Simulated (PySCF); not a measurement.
One of the candidates below gave these computed data.

All candidates are C5H4FNO.

| technique | computed result |
| --- | --- |
| Polarisability | 63.7 au [PBE0/def2-SVPD] |
| Rotational structure | rotational constants A, B, C: 5.866, 1.223, 1.074 GHz [GFN2-xTB] |
| UV, first state | lowest singlet excitation: 6.34 eV (196 nm, f = 0.002) [TDDFT PBE0/def2-SVPD] |
| 13C NMR | chemical shifts (computed TMS as zero) by class: 133.0 (1 C), 125.3 (1 C), 117.6 (1 C), 101.2 (1 C), 53.2 (1 C) ppm [GIAO PBE0/pcSseg-1] |
| Triplet | lowest triplet excitation (Tamm–Dancoff): 4.60 eV [TDA PBE0/def2-SVPD] |
| NMR, other nuclei | isotropic shieldings of nuclei other than C and H, by class: -42 (1 N), 190 (1 O), 318 (1 F) ppm [GIAO PBE0/pcSseg-1] |

Gas-phase values; electronic properties from PySCF, density fitting. Levels stand in brackets. Geometry: GFN2-xTB, one conformer, isolated molecule. NMR classes are plain means over equivalent atoms (diastereotopic ones count apart unless rotation or inversion swaps them), as if these changed places fast.

Problem. Which candidate is it?
A. `N#CC/C(F)=C/C=O`
B. `C=Cc1conc1F`
C. `N#C[C@H](F)OC1C=C1`
D. `[H]/N=C\c1ccc(F)o1`
E. `Oc1ccncc1F`

Solution. C. It is `N#C[C@H](F)OC1C=C1`. Numbering: `[N:1]#[C:2][C@H:3]([F:4])[O:5][CH:6]1[CH:7]=[CH:8]1`. Its formula, C5H4FNO, gives 4 degrees of unsaturation: 1 ring and 3 π bonds in the structure found. 5 carbons fall into 5 classes; from least to most shielded: alkene CH carbon [C8] (133.0 ppm), alkene CH carbon [C7] (125.3 ppm), nitrile carbon [C2] (117.6 ppm), sp3 C–F carbon [C3] (101.2 ppm), ring sp3 carbon bound to oxygen [C6] (53.2 ppm). The other shieldings belong to: -42 ppm, nitrile nitrogen [N1]; 190 ppm, ether oxygen [O5]; 318 ppm, alkyl fluorine [F4]. S1 is mainly HOMO−1→LUMO (weight 0.88); the largest Löwdin shares of the orbital it empties are 0.28 on the ether oxygen, 0.25 on the sp3 carbon bound to oxygen, 0.21 on an alkene CH carbon and 0.10 on an alkene CH carbon, of the orbital it fills 0.38 on an alkene CH carbon, 0.36 on an alkene CH carbon and 0.07 on each of 2 atoms of one kind (vinylic hydrogen). The optimised geometry has point group C1 and is an asymmetric top.

The others, at the same levels:
- `C=Cc1conc1F` fails: its computed 13C shifts are 182.1 (1 C), 165.0 (1 C), 128.5 (1 C), 125.6 (1 C), 116.4 (1 C) ppm, rotational constant A is 3.728 GHz (against 5.866 GHz) and smallest rotational constant is 1.294 GHz (against 1.074 GHz).
- `N#CC/C(F)=C/C=O` fails: its computed 13C shifts are 190.3 (1 C), 178.7 (1 C), 121.0 (1 C), 117.9 (1 C), 24.1 (1 C) ppm, lowest singlet excitation is 3.57 eV (347 nm, f = 0.000) (against 6.34 eV) and lowest triplet excitation (Tamm–Dancoff) is 3.02 eV (against 4.60 eV).
- `[H]/N=C\c1ccc(F)o1` fails: its computed 13C shifts are 168.3 (1 C), 158.8 (1 C), 146.9 (1 C), 118.0 (1 C), 93.2 (1 C) ppm, lowest singlet excitation is 4.54 eV (273 nm, f = 0.002) (against 6.34 eV) and lowest triplet excitation (Tamm–Dancoff) is 3.01 eV (against 4.60 eV).
- `Oc1ccncc1F` fails: its computed 13C shifts are 158.2 (1 C), 157.9 (1 C), 152.7 (1 C), 143.4 (1 C), 116.9 (1 C) ppm, lowest singlet excitation is 5.19 eV (239 nm, f = 0.003) (against 6.34 eV) and lowest triplet excitation (Tamm–Dancoff) is 4.25 eV (against 4.60 eV).

Each candidate is one conformer, not necessarily the lowest. The conformers computed, where there is a choice (atom-mapped SMILES and torsion angles):
- `[N:1]#[C:2][C@H:3]([F:4])[O:5][CH:6]1[CH:7]=[CH:8]1`: C2–C3–O5–C6 -169°, C3–O5–C6–C7 -139°
- `[CH2:1]=[CH:2][c:3]1[cH:4][o:5][n:6][c:7]1[F:8]`: C1–C2–C3–C4 180°
- `[N:1]#[C:2][CH2:3]/[C:4]([F:5])=[CH:6]/[CH:7]=[O:8]`: C2–C3–C4–F5 84°, C4–C6–C7–O8 179°
- `[H]/[N:1]=[CH:2]\[c:3]1[cH:4][cH:5][c:6]([F:7])[o:8]1`: N1–C2–C3–C4 0°
- `[OH:1][c:2]1[cH:3][cH:4][n:5][cH:6][c:7]1[F:8]`: H–O1–C2–C3 180°
